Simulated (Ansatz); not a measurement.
Reaction (ligand exchange at the Si–O bond): `[SiH3][O][Sn][O][SiH3]` + `O[BH][AlH2]` → `[AlH2][BH]O[SiH3]` + `[OH][Sn][O][SiH3]`

Program: Ansatz. Geometries: PBE0-D4/def2-TZVP. ΔE: electronic, gas phase. CBS: MP2 limit from def2 TZ/QZ plus the TZ coupled-cluster correction, frozen cores. DFT in def2-TZVPP. def2 core potentials past Kr. For Sn outer-core shells are correlated without core-valence functions, which leaves a few kJ/mol of doubt a bond. Each species was taken in one conformer, which may not be the lowest.

| level | ΔE (kcal/mol) |
| --- | --- |
| r2SCAN0-D4 | 5.8 |
| LC-ωPBE | 5.3 |
| RPA@PBE/def2-TZVPP | 5.5 |
| HF/CBS(def2) | 5.9 |

(1) What does CCSD(T)/CBS give? (Best estimate.)

Largest T1 diagnostic among the species: 0.016.

Results:

(1) The calculation gave: +5.7 kcal/mol. The listed levels differ from it by 0.1, -0.4, -0.2, 0.2 kcal/mol.

The D4 term adds +1.5 kcal/mol with B3LYP and +0.9 kcal/mol with PBE0; it sums over pairs of atoms, weighted by their polarisabilities, and B3LYP, whose exchange is more repulsive, gets the larger term. From BLYP to BHLYP (50 % exact exchange), in def2-TZVPP and without D4, ΔE moves by +1.4 kcal/mol. Leaving LDA and LC-ωPBE aside and taking each functional with its dispersion term where it has one, the values, not all of them listed here, spread over 1.9 kcal/mol, from B2PLYP to BHLYP-D4.

B3LYP here is the variant with VWN-RPA as its local correlation; programs differ in this.
